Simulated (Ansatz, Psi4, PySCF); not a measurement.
CH3ClGa (SMILES [CH3][Ga][Cl]), doublet, geometry from GFN2-xTB (such geometries of metal compounds can be far from the true shape) (the spin is typed, not shown lowest). Base run: PySCF with WB97X/def2-TZVP.

Geometry (Å):
```xyz
6

Ga     0.5018     0.3135     0.1094
C     -0.4215     1.5862    -1.4195
H     -1.3499     1.9635    -0.9946
H     -0.6330     0.9381    -2.2681
H      0.2305     2.4048    -1.7104
Cl    -0.6631    -1.4437     0.5940
```
Charge 0, spin multiplicity 2.
Orbitals are unrestricted.
All else is at PySCF's defaults.

The same geometry, method and basis name were run in Ansatz (a program for electronic structure) and Psi4 and PySCF, at each program's defaults and at the settings that a row names. The base is PySCF at its defaults. Differences at the defaults can come from grids, fitting, cores and function types together.

```tsv
code and settings	ΔE vs base (µEh)	basis functions	E (Eh)	SCF cycles	dipole (D)
PySCF, defaults (exact integrals, its default grid, spherical functions)	0.0	134	-2425.04243	13	2.39
Psi4, defaults (density fitting with its default set, its default grid, spherical functions)	-296	134	-2425.04273	12	2.39
Ansatz, defaults (factorised integrals, its default grid, spherical functions)	32.2	134	-2425.04240	-	-
PySCF, density fitting with def2-universal-jkfit	-47.9	134	-2425.04248	13	2.39
PySCF, fine grid	10.8	134	-2425.04242	13	2.39
Psi4, exact integrals, spherical functions, fine grid	31.1	134	-2425.04240	16	2.39
Ansatz, high accuracy	6.0	134	-2425.04242	-	-
```

Open shells are given as the SCF converged; they aren't shown to be the lowest states, and a large step between rows can be another state.
